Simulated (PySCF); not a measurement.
Species: C6H9BS.
Bonds: C1–B2, B2–C3, B2–C4, C4–C5 (aromatic), C5–C6 (aromatic), C6–C7 (aromatic), C7–S8 (aromatic), C4–S8 (aromatic). Hydrogens: H9, H10, H11 on C1; H12, H13, H14 on C3; H15 on C5; H16 on C6; H17 on C7.

Torsions of this conformer, `[CH3:1][B:2]([CH3:3])[c:4]1[cH:5][cH:6][cH:7][s:8]1`: C1–B2–C4–C5 179°.

The closed-shell ground state was solved at several levels (PySCF, density fitting, gas phase, non-relativistic). Isolated species at its PBE0-D3(BJ)/def2-SVP geometry, gas phase.

```json
{"level": "B3LYP/pcSseg-1", "basis functions": "188", "HOMO (eV)": "-6.85", "LUMO (eV)": "-1.69", "gap (eV)": "5.16", "dipole (D)": "0.93"}
{"level": "PBE0/pcSseg-1", "basis functions": "188", "HOMO (eV)": "-7.10", "LUMO (eV)": "-1.55", "gap (eV)": "5.55", "dipole (D)": "0.94"}
```

(1) What might wB97X-D/def2-SVPD (239 basis functions) give for the same quantities?

(2) Over all these levels, which gives the widest orbital gap and which the narrowest?

(3) How far do the dipole and the HOMO energy spread over the levels?

Results:

(1) HOMO -8.84 eV, LUMO 0.18 eV, gap 9.02 eV, dipole 0.90 D.

(2) wB97X-D/def2-SVPD (range-separated hybrid) has the widest, 9.02 eV, and B3LYP/pcSseg-1 (global hybrid, 20 % exact exchange) the narrowest, 5.16 eV. Functional and basis both differ between the two, so the spread mixes both effects.

(3) The dipole runs from 0.90 to 0.94 D (mean 0.93 D) and the HOMO from -8.84 to -6.85 eV.
